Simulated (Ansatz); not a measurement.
Input for Ansatz (development build ahead of 0.2.0):

```yaml
crystal:
  periodic: [false, false, false]
  atoms:
    - { symbol: Cu, position_ang: [0.0, 0.0, 0.0] }
    - { symbol: O, position_ang: [0.0, 0.0, 1.92] }
    - { symbol: H, position_ang: [0.775, 0.0, 2.5] }
    - { symbol: H, position_ang: [-0.775, 0.0, 2.5] }
basis:
  gaussian: { orbitals: pcseg-2 }
total_charge: 1
magnetization:
  spin_polarized: true
  initial_magnetization: 2
hamiltonian:
  xc: pbe
```

The input is written out in the form of the current development build from the run's settings.

Results

```json
{
  "Converged": "yes",
  "Total energy": "-1716.33019 hartree",
  "Spin squared of the determinant": "2.001",
  "Stability test": "minimum"
}
```

Caution: other spin multiplicities may lie lower.
